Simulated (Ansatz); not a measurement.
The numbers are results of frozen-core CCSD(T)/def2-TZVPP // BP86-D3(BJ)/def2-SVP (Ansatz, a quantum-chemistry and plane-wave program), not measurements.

Ansatz 0.2 input:
```yaml
crystal:
  periodic: [false, false, false]
  atoms:
    - { symbol: Zr, position_ang: [0.00823, 0.016879, 0.074001] }
    - { symbol: Cl, position_ang: [0.983023, 2.095777, -0.459773] }
    - { symbol: Cl, position_ang: [-1.444678, -0.108557, 1.926606] }
    - { symbol: C, position_ang: [-1.054195, -0.740527, -1.695644] }
    - { symbol: H, position_ang: [-1.925468, -0.10624, -1.975758] }
    - { symbol: H, position_ang: [-1.429484, -1.771675, -1.496735] }
    - { symbol: H, position_ang: [-0.365063, -0.785348, -2.570938] }
    - { symbol: C, position_ang: [1.624059, -1.444517, 0.36235] }
    - { symbol: H, position_ang: [2.293126, -1.17383, 1.210266] }
    - { symbol: H, position_ang: [2.246771, -1.509916, -0.560337] }
    - { symbol: H, position_ang: [1.198535, -2.454368, 0.567126] }
basis:
  gaussian: { orbitals: def2-TZVPP }
correlation:
  method: ccsd_t
```

Output:

```
Functional definition: HF
1698 factors; integrals over basis functions are off by at most 1.2e-3 eV
mean field evaluation 1: about -28430.1321 eV, gradient 4.5e1 eV
mean field evaluation 2: about -28430.2791 eV, gradient 4.5e1 eV
mean field evaluation 4: about -28435.4856 eV, gradient 4.3e0 eV
mean field evaluation 8: about -28435.5856 eV, gradient 4.1e-1 eV
mean field evaluation 16: about -28435.5874 eV, gradient 2.8e-6 eV
mean field -28435.58744464 eV, -1044.9885642572 hartree, gradient 2.8e-6 eV, S^2 0.000000; 0 other end points of the search recorded, 0 dependent functions left out
12 core orbitals not correlated
reference -28435.58744464 eV, -1044.9885642572 hartree; 20, 20 occupied and 254, 254 virtual orbitals, 1698 factors
second order -29.59773560 eV of doubles, -0.00000000 eV of singles
cycle   1  -30.24949096 eV  change   -6.5e-1 eV  update   1.4e-1
cycle   2  -30.88050392 eV  change   -6.3e-1 eV  update   5.0e-2
cycle   3  -31.10544731 eV  change   -2.2e-1 eV  update   2.7e-2
cycle   4  -31.09427129 eV  change    1.1e-2 eV  update   7.5e-3
cycle   5  -31.08800668 eV  change    6.3e-3 eV  update   3.0e-3
cycle   6  -31.08815525 eV  change   -1.5e-4 eV  update   9.0e-4
cycle   7  -31.08811977 eV  change    3.5e-5 eV  update   3.4e-4
cycle   8  -31.08809076 eV  change    2.9e-5 eV  update   1.1e-4
cycle   9  -31.08815600 eV  change   -6.5e-5 eV  update   4.8e-5
cycle  10  -31.08815254 eV  change    3.5e-6 eV  update   1.8e-5
perturbative correction -1.39009090 eV, -0.0510848984 hartree
Total energy: -28468.06568808 eV, -1046.1821176889 hartree
```

Cost: roughly 20 core-minutes.
